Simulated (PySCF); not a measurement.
C7H10OSSi.
Atom-mapped SMILES: `[CH3:1][C@@H:2]1[CH2:3][S:4][Si@H:5]1[c:6]1[cH:7][cH:8][cH:9][o:10]1`

Probes without a nucleus sit at each ring's centroid and 1 Å off its mean plane on both sides; NICS is minus the shielding there, NICSzz its component along the normal. Level: GIAO PBE0/pcSseg-1 (PySCF, non-relativistic, gas phase) on the GFN2-xTB geometry, one conformer.

Rings: 1. C2–C3–S4–Si5; 2. C6–C7–C8–C9–O10.

```tsv
set	NICS(0)	NICS(1), two faces	NICS(1)zz, two faces
P	-11.9	-11.0 / -10.8	-28.2 / -27.5
Q	-2.1	-0.6 / -0.8	7.0 / 5.4
```

Which set (ppm) belongs to which ring?

P = 2, Q = 1.
- 1 (4-membered ring with S and Si; formal bonds all single): mean NICS(1)zz 6.2 ppm, deshielded. C2, C3, Si5 have four or more neighbours, so the value isn't read as a sign of a π ring current.
- 2 (5-membered ring with O; formal bonds all aromatic): mean NICS(1)zz -27.8 ppm, shielded. The ring is flat and has no four-coordinate atom; by the NICS criterion it is aromatic.

How do the rings differ in shape?

```json
{"ring": "1", "bond lengths (Å)": "1.534, 1.838, 2.156, 1.916", "rms pucker (Å)": "0.09", "HOMA": "–", "nearest outside atom to a NICS(1) probe (Å)": "hydrogen 1.59"}
{"ring": "2", "bond lengths (Å)": "1.370, 1.411, 1.362, 1.339, 1.355", "rms pucker (Å)": "0.00", "HOMA": "0.50", "nearest outside atom to a NICS(1) probe (Å)": "hydrogen 2.42"}
```

HOMA = 1 − mean of α(R − Ropt)² over the ring bonds, with Krygowski's 1993 parameters (CC: Ropt 1.388 Å, α 257.7 Å⁻²; CO: Ropt 1.265 Å, α 157.38 Å⁻²). A dash marks a ring with a four-coordinate atom, a triple bond, no multiple bond or a kind of bond without parameters.

Hardware: one thread, Arm Neoverse V1 (aarch64), shared host with 32 logical CPUs at a one-minute load of 21. Cost: 62 s of wall time, 1.1 GiB resident at most. This is the whole shielding run at PBE0/pcSseg-1, SCF included.

Shape of the structure used: `[CH3:1][C@@H:2]1[CH2:3][S:4][Si@H:5]1[c:6]1[cH:7][cH:8][cH:9][o:10]1`: S4–Si5–C6–C7 26°.
